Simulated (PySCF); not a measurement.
Precursor series Cd OH-NH2. Gas-phase values, no solvent. One relaxed conformer stands for each flexible species; it need not be the lowest.

Method: B3LYP-D3(BJ)/def2-TZVP // r2SCAN-D4/def2-SVP in PySCF 2.14.0. All candidates: neutral, multiplicity 1. B3LYP has the VWN-RPA correlation part, as in Gaussian. 

```
Property          Value
-------------  --------
HOMO           -6.45 eV
LUMO           -0.94 eV
HOMO–LUMO gap   5.51 eV
```

Problem. Name which member has these values.
A. [Cd(OH)(NH2)]
B. [Cd(OH)2]
C. [Cd(NH2)2]

Solution. C, [Cd(NH2)2]. The others give [Cd(OH)2]: -7.83 eV, -1.83 eV, 6.01 eV; [Cd(OH)(NH2)]: -6.92 eV, -1.38 eV, 5.53 eV
